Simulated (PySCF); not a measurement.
Dipole response of Re(2+) (rhenium, charge +2)

[Xe] 4f14 5d4 6s1, high-spin 6D determinant (an excited configuration). All numbers are calculated (PySCF 2.14, scalar relativity through the core potential, in aug-cc-pVTZ-PP with one added diffuse shell each of s, p, d, f, g type with ECP60MDF (7s7p6d4f3g, 113 functions)). Coupled (time-dependent) response in atomic units; α is the mean over directions.

| method | mean α (bohr³) | α xx, yy, zz | C₆ (like pair) | S(−4) |
| --- | --- | --- | --- | --- |
| revPBE | 20.30 | 20.13, 20.13, 20.63 | 139.5 | 163.7 |

S(−4) is the Cauchy moment in α(ω) = α(0) + S(−4) ω² + …

Spin-orbit coupling is absent.

α(iu) at revPBE:

```tsv
u (hartree)	α(iu) (bohr³)
0	20.30
0.0500	19.90
0.100	18.83
0.200	15.74
0.300	12.79
0.500	8.777
0.750	6.089
1.00	4.558
1.50	2.884
2.00	1.996
3.00	1.109
5.00	0.4747
```

For an ion, C₆ is the dispersion term alone; charge-induced terms of lower order in 1/R come first.

The components differ because the open shell of this determinant is not spherical; for a pure term their mean is the scalar polarisability.

Energies and moments cover only the electrons outside the core potential. Spin-orbit coupling, absent here, splits the open shell strongly.
